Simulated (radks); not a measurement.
Results of a calculation; reference values are marked as such.
The nuclear charge of neutral niobium is varied continuously with 41 electrons held in [Kr] 4d4 5s1. Level of theory: non-relativistic Kohn-Sham, TPSS, spin-polarised, spherical densities, point nucleus; open shells are filled with parallel spins first (spin-orbit coupling, left out, can overturn this in heavy ions); meta-GGA in the generalised Kohn-Sham scheme; relativity is left out, which matters for an element this heavy (a radial shooting solver on a logarithmic mesh with Libxc functionals). By the Hellmann-Feynman theorem dE/dZ = E(electron-nucleus)/Z, the electronic potential at the nucleus.

Z      E (hartree)  E(electron-nucleus)/Z (hartree)  HOMO  e(HOMO) (eV)  <r> HOMO (bohr)
40.75  -3701.09318                         -216.404    4d        -1.891            2.288
41     -3755.41345                         -218.157    4d        -3.864            2.135
41.25  -3810.17137                         -219.905    5s        -5.668            3.553
41.5   -3865.36556                         -221.648    5s        -7.365            3.405
41.75  -3920.99488                         -223.386    5s        -9.193            3.273
42     -3977.05842                         -225.122    5s       -11.143            3.153

The central difference of E at Z = 41 is -218.156 hartree, to compare with the third column; the second derivative is -7 hartree.
